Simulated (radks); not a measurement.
Pb77+, configuration [He] 2s2 2p1.

Calculated with a radial shooting solver on a logarithmic mesh with Libxc functionals: non-relativistic Kohn-Sham, LB94 model potential, spin-polarised, spherical densities, point nucleus; open shells are filled with parallel spins first (spin-orbit coupling, left out, can overturn this in heavy ions); relativity is left out, which matters for an element this heavy.

Energy parts (eV):
part                  energy
kinetic            246433.17
electron-nucleus  -497969.62
Hartree              7222.93
(The LB94 potential has no energy functional, so no total or exchange-correlation energy is given.)

Orbitals (lengths in bohr, moments of r in powers of bohr; r(90%) holds 90 % of the orbital's charge):
[
 {"orbital": "1s down", "occ.": "1", "eigenvalue (eV)": "-88469.39", "<1/r>": "81.62", "<r^2>": "0.0004515", "r(90%)": "0.0327", "<r>": "0.01840"},
 {"orbital": "1s up", "occ.": "1", "eigenvalue (eV)": "-88457.84", "<1/r>": "81.62", "<r^2>": "0.0004517", "r(90%)": "0.0327", "<r>": "0.01840"},
 {"orbital": "2s up", "occ.": "1", "eigenvalue (eV)": "-21342.18", "<1/r>": "19.99", "<r^2>": "0.006532", "r(90%)": "0.114", "<r>": "0.07481"},
 {"orbital": "2s down", "occ.": "1", "eigenvalue (eV)": "-21292.04", "<1/r>": "19.97", "<r^2>": "0.006545", "r(90%)": "0.114", "<r>": "0.07488"},
 {"orbital": "2p up", "occ.": "1", "eigenvalue (eV)": "-21134.98", "<1/r>": "19.98", "<r^2>": "0.004730", "r(90%)": "0.100", "<r>": "0.06273"},
 {"orbital": "2p down", "occ.": "0", "eigenvalue (eV)": "-21088.52", "<1/r>": "19.98", "<r^2>": "0.004734", "r(90%)": "0.101", "<r>": "0.06274"},
 {"orbital": "3s up", "occ.": "0", "eigenvalue (eV)": "-9374.143", "<1/r>": "8.808", "<r^2>": "0.03275", "r(90%)": "0.245", "<r>": "0.1698"},
 {"orbital": "3s down", "occ.": "0", "eigenvalue (eV)": "-9360.060", "<1/r>": "8.800", "<r^2>": "0.03282", "r(90%)": "0.245", "<r>": "0.1700"},
 {"orbital": "3p up", "occ.": "0", "eigenvalue (eV)": "-9310.818", "<1/r>": "8.794", "<r^2>": "0.02882", "r(90%)": "0.233", "<r>": "0.1581"},
 {"orbital": "3p down", "occ.": "0", "eigenvalue (eV)": "-9298.381", "<1/r>": "8.789", "<r^2>": "0.02887", "r(90%)": "0.233", "<r>": "0.1583"}
]

The highest occupied level is 2p up at -21135 eV. The density falls to 0.001 e/bohr^3 at r = 0.28 bohr. For comparison, the ionisation energy in NIST's Atomic Spectra Database is 23940 eV (theoretical). In exact Kohn-Sham theory the highest level is minus the ionisation energy, but local and semilocal functionals leave it too shallow, through self-interaction and a potential that decays too fast; potentials with the right tail come closer. Summed over all electrons, <r^2> = 0.01871 bohr^2, which gives a Langevin (diamagnetic) susceptibility term of -0.0148 x 10^-6 cm^3/mol.
